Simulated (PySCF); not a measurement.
A structure optimised at PBE-D3(BJ)/def2-SVP, used in a PySCF frequency run:

```
Si
N 1 1.7995
H 2 1.0261 1 116.27
H 2 1.0276 3 107.38 1 -129.72
H 1 1.5084 2 104.98 3 30.76
H 1 1.5122 5 106.85 2 121.47
B 1 2.0352 5 113.82 6 133.55
O 7 1.3659 1 127.20 5 -81.59
H 8 0.9781 7 110.54 1 177.90
O 7 1.3681 8 121.91 9 -0.59
H 10 0.9974 7 106.27 8 -179.75
```
Charge 0, spin multiplicity 1.

Question: Write its SMILES and formula.

Answer: N[SiH2]B(O)O, BH6NO2Si

Question: What are its rotational constants (standard atomic weights)?

Answer: 6.5413, 2.5969, 1.9323 GHz
